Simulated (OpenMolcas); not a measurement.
# Cu2+: moving or changing the point charges

Cu2+ among 4 point charges of -1.5 e arranged as a square (D4h), 1.92 Å from the ion.

* Program: OpenMolcas
* Method: SS-CASPT2, IPEA 0.25 Eh, imaginary shift 0.1 Eh (closed shells correlated: 3s 3p)
* Basis: ANO-RCC-VDZP [5s4p2d1f]
* Scalar Hamiltonian: DKH2, point nucleus
* Active space: 9 electrons in 5 orbitals (3d)
* State averaging: 2S+1 = 2 even, 5 roots
* Spin-orbit coupling: RASSI with atomic mean-field integrals over the reference wave functions

Runs around this geometry, states (labels of D4, the rotations of D4h). Energies in cm-1 above the lowest state or level, χT in cm3 K/mol.

```csv
R (Å),q (e),Ground state,First state of that spin,First gap with spin-orbit (degeneracies),χT at 300 K
1.92,-0.98,2B1,2B2 2360,"2810 (2, 2)",0.856
1.75,-1.5,2B1,2B2 5080,"5340 (2, 2)",0.631
1.92,-1.5,2B1,2B2 3520,"3870 (2, 2)",0.728
2.1,-1.5,2B1,2B2 2420,"2890 (2, 2)",0.845
```

Taking the first state of the same spin as R^-n, n = -ln(2420 / 5080) / ln(2.1 / 1.75) = 4.1 between the shortest and longest distance.

Scaling the charges by -0.98 / -1.5 = 0.65 scales the first state of the same spin by 2360 / 3520 = 0.67; with fixed orbitals a first-order splitting would follow the charge.

Free-ion shares, where given, are those of the reference states; single-state CASPT2 does not remix them. Point charges carry no covalency, so the field is a model and not that of real ligands. No measured value stands beside these numbers.
